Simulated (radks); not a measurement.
Charge is removed step by step from the 3p level of Sc7+, starting from [Ne] 3s2 3p2. Calculated with a radial shooting solver on a logarithmic mesh with Libxc functionals: non-relativistic Kohn-Sham, PBE, spin-unpolarised, spherical densities, point nucleus.

[
 {"removed (e)": "0", "E - E(0) (eV)": "0.000", "eigenvalue (eV)": "-145.50", "E minus straight line (eV)": "0.000"},
 {"removed (e)": "0.125", "E - E(0) (eV)": "18.360", "eigenvalue (eV)": "-148.26", "E minus straight line (eV)": "-1.219"},
 {"removed (e)": "0.25", "E - E(0) (eV)": "37.065", "eigenvalue (eV)": "-151.03", "E minus straight line (eV)": "-2.092"},
 {"removed (e)": "0.375", "E - E(0) (eV)": "56.118", "eigenvalue (eV)": "-153.81", "E minus straight line (eV)": "-2.618"},
 {"removed (e)": "0.5", "E - E(0) (eV)": "75.518", "eigenvalue (eV)": "-156.60", "E minus straight line (eV)": "-2.796"},
 {"removed (e)": "0.625", "E - E(0) (eV)": "95.268", "eigenvalue (eV)": "-159.40", "E minus straight line (eV)": "-2.625"},
 {"removed (e)": "0.75", "E - E(0) (eV)": "115.37", "eigenvalue (eV)": "-162.22", "E minus straight line (eV)": "-2.103"},
 {"removed (e)": "0.875", "E - E(0) (eV)": "135.82", "eigenvalue (eV)": "-165.04", "E minus straight line (eV)": "-1.228"},
 {"removed (e)": "1", "E - E(0) (eV)": "156.63", "eigenvalue (eV)": "-167.87", "E minus straight line (eV)": "0.000"}
]

Removing the whole electron costs 156.63 eV by Delta-SCF, against 145.50 eV from minus the eigenvalue at the starting occupation. Slater's transition state (half an electron removed) gives 156.60 eV. Integrating minus the eigenvalue over the occupation (Janak's theorem) gives 156.63 eV. The mean slope of the eigenvalue, de/dn, is 22.4 eV per electron. Ionisation energy of Sc7+ in the NIST Atomic Spectra Database: 158.1 eV (semi-empirical).

Beside tabulated values, note that spin-unpolarised runs miss the spin-polarisation part of the exchange energy of open shells.
